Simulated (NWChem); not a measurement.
**Total energies of CClF$_{2}$**

SMILES: [C](F)(F)Cl
```xyz
4

F      1.0532    -0.0780    -1.0793
C      0.4266     0.3236     0.0000
F      1.0532    -0.0780     1.0793
Cl    -1.2657    -0.0316     0.0000
```
Charge 0, spin multiplicity 2.

Program: NWChem. The geometry was optimised at UPBE0/def2-SVP, a minimum by its harmonic frequencies.

Basis set: cc-pVDZ (60 functions).

| method | total energy (Ha) | relative cost |
|---|---|---|
| UHF | -696.19771 | 1 |
| UMP2 | -696.81167 | under 3 |
| UB2PLYP | -697.60423 | under 3 |
| UPBE | -697.51628 | under 3 |
| UB3LYP | -697.94338 | under 3 |
| UM06-2X | -697.83551 | under 3 |

Total energies of different functionals aren't comparable as a measure of quality: only differences taken within one method are. The cost column gives rough processor time relative to UHF; each entry includes its own SCF.

The correlated methods keep 8 core orbitals frozen. B3LYP has NWChem's definition, with VWN1-RPA local correlation. The structure started from a generated list of species. The unpaired electrons of the parent sit in orbitals of symmetry a' (Cs labels of the run); other states weren't searched. The stability of the SCF solutions was not checked. Open-shell Hartree-Fock references start from PBE0 orbitals; any time given for them includes that run.
